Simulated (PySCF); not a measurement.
Planning a shielding job on `Cc1c[p-]c(C)c1`.

Method: GIAO PBE0/pcSseg-1 NMR shielding, non-relativistic, gas phase (PySCF 2.14.0, density-fitted response routines). Geometry: GFN2-xTB. Work: shieldings, ring-centre shieldings, charges and field gradients, density fitting. A driver script takes a list of jobs; this job's settings line and coordinates (Å) are shown.

Input:
```
{"job": {"kind": "nmr", "xc": "PBE0", "basis": "pcSseg-1"}, "charge": -1, "multiplicity": 1}
C     -2.387020    -0.567996     0.210900
C     -1.065001     0.098525    -0.041632
C     -0.921617     1.392198    -0.495551
P      0.745090     1.880969    -0.669145
C      1.252778     0.294490    -0.111568
C      2.684757    -0.130804     0.038030
C      0.175211    -0.519865     0.174240
H     -2.552367    -0.726398     1.282032
H     -3.204391     0.046402    -0.169015
H     -2.434311    -1.545922    -0.276865
H     -1.745435     2.056088    -0.726378
H      3.354215     0.695577    -0.197735
H      2.922016    -0.965560    -0.630767
H      2.891107    -0.459404     1.062002
H      0.280555    -1.540311     0.529540
```

Hardware: Arm Neoverse V1, one thread, no GPU, on a shared host.

Q: How large is the basis?

A: 166 functions for 60 electrons, with 879 fitting functions; the fitted three-index integrals, 879 × 166 × 167/2 numbers of 8 bytes, come to 93 MiB.

Question: Which is nearest to the wall time?
A. 2.9 s
B. 3.1 min
C. 23 s
D. 23 min

Answer: C. The run took 23 s. The SCF took 14 cycles.

Q: At this speed, how long would 500 such jobs take on 16 cores, one job a core?

A: 500/16 gives 32 rounds of 23 s, about 12 min of wall time and 3.2 core-hours, if the jobs don't slow each other.

The SCF part of the output:
```
coarse grid: 13104 points
cycle   1  E = -574.2093613092  dE =  1.014e+00  |g| = 6.034e-01  |ddm| = 3.817e+00
cycle   2  E = -574.1405701616  dE =  6.879e-02  |g| = 8.035e-01  |ddm| = 2.202e+00
cycle   3  E = -574.3202228659  dE = -1.797e-01  |g| = 1.218e-01  |ddm| = 1.350e+00
cycle   4  E = -574.3245925098  dE = -4.370e-03  |g| = 3.829e-02  |ddm| = 2.558e-01
cycle   5  E = -574.3249093121  dE = -3.168e-04  |g| = 1.822e-02  |ddm| = 6.124e-02
cycle   6  E = -574.3249897176  dE = -8.041e-05  |g| = 3.533e-03  |ddm| = 2.147e-02
cycle   7  E = -574.3249929950  dE = -3.277e-06  |g| = 6.674e-04  |ddm| = 6.007e-03
final grid: 122152 points
cycle   8  E = -574.3675071929  dE = -2.324e-05  |g| = 9.029e-03  |ddm| = 3.452e-02
cycle   9  E = -574.3674730424  dE =  3.415e-05  |g| = 1.395e-02  |ddm| = 2.813e-02
cycle  10  E = -574.3675291889  dE = -5.615e-05  |g| = 1.806e-03  |ddm| = 2.064e-02
cycle  11  E = -574.3675301080  dE = -9.191e-07  |g| = 2.743e-04  |ddm| = 2.581e-03
cycle  12  E = -574.3675301238  dE = -1.581e-08  |g| = 1.383e-04  |ddm| = 4.909e-04
cycle  13  E = -574.3675301284  dE = -4.635e-09  |g| = 3.918e-05  |ddm| = 1.744e-04
cycle  14  E = -574.3675301288  dE = -3.636e-10  |g| = 1.708e-05  |ddm| = 6.135e-05
converged SCF energy = -574.3675301288
```

On the final grid dE counts from the start density on that grid.

The host was shared with other jobs, so the times are rough.
